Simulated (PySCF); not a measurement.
**The second ionisation energy along the alkaline earths**

All values are computed (PySCF 2.14, energy differences of UHF-based or UKS calculations, no spin-orbit coupling). Values in eV. The last column holds reference values (NIST; (s) semi-empirical, (t) theoretical, else measured). Unmarked ones compare directly (S terms, centres of terms, or small fine structure); those marked * lie between the lowest fine-structure levels and include a spin-orbit shift.

```tsv
element	configurations	UHF	LDA	PBE	PBE0	r2SCAN	SCS-MP2 (valence and next inner shell)	reference
Be (x2c-QZVPPall with one added diffuse shell each of s, p type, spin-free X2C)	[He] 2s1 → 1s2	18.130	18.256	18.498	18.459	18.183	18.162	18.211
Mg (x2c-QZVPPall with one added diffuse shell each of s, p, d, f type, spin-free X2C)	[Ne] 3s1 → [Ne]	14.745	15.377	15.360	15.255	15.039	14.930	15.035
Ca (x2c-QZVPPall with one added diffuse shell each of s, p, d, f type, spin-free X2C)	[Ar] 4s1 → [Ar]	11.357	12.158	12.032	11.918	11.707	11.740	11.872
```

| method | elements | mean error (eV) | mean absolute error (eV) | largest error (eV) |
| --- | --- | --- | --- | --- |
| UHF | 3 | -0.295 | 0.295 | -0.514 |
| LDA | 3 | 0.224 | 0.224 | 0.341 |
| PBE | 3 | 0.257 | 0.257 | 0.325 |
| PBE0 | 3 | 0.171 | 0.171 | 0.248 |
| r2SCAN | 3 | -0.063 | 0.065 | -0.164 |
| SCS-MP2 (valence and next inner shell) | 3 | -0.095 | 0.095 | -0.132 |

Errors include the incompleteness of the basis and the frozen core.

"Valence" correlates the outer s and p shells and, in groups 3 to 12 and the f block, the outer d or f shell, open or full, or the next shell where the ion has no valence electron left; the wider scheme adds the next inner shell.
